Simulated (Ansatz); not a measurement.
Molecule: C$_{2}$H$_{9}$P$_{2}$Si, net charge 0, doublet state. It need not be the lowest isomer of its formula. 
Geometry from a B3LYP-D3(BJ)/def2-TZVP (Ansatz, a program for electronic structure) optimisation:
```xyz
14

C     -0.6822     1.5751    -1.2287
Si    -0.3721     0.1188    -0.1614
C     -1.9314    -0.8923     0.0898
P      1.2103    -1.2609    -1.0550
P      0.3743     0.8540     1.8572
H     -1.5658     1.6680    -1.8514
H      0.0443     2.3705    -1.3527
H     -2.3185    -1.2494    -0.8671
H     -2.7065    -0.2911     0.5688
H     -1.7360    -1.7622     0.7191
H      0.6901    -1.2359    -2.3768
H      2.1427    -0.2204    -1.2980
H      1.0169    -0.3664     2.1957
H      1.5552     1.4313     1.3209
```
Charge 0, spin multiplicity 2.

Atomisation energy built up term by term with Ansatz (kcal/mol; UHF references for open shells; valence terms freeze the core; atomic spin-orbit terms are left out). CBS marks a two-point X^-3 extrapolation of the correlation energy; Hartree-Fock from the larger set.

```csv
term,basis,kcal/mol
Hartree-Fock,cc-pV(Q+d)Z,?
CCSD correlation,"CBS(cc-pV(T+d)Z,cc-pV(Q+d)Z)",272.85
(T),"CBS(cc-pV(T+d)Z,cc-pV(Q+d)Z)",?
core correlation,cc-pwCVTZ,3.09
scalar relativity (X2C),cc-pVTZ-DK against cc-pVTZ,-1.88
sum: De,,?
```

What belongs in the gaps?


- Hartree-Fock, kcal/mol: 805.42
- (T), kcal/mol: 15.50
- sum: De, kcal/mol: 1095.0
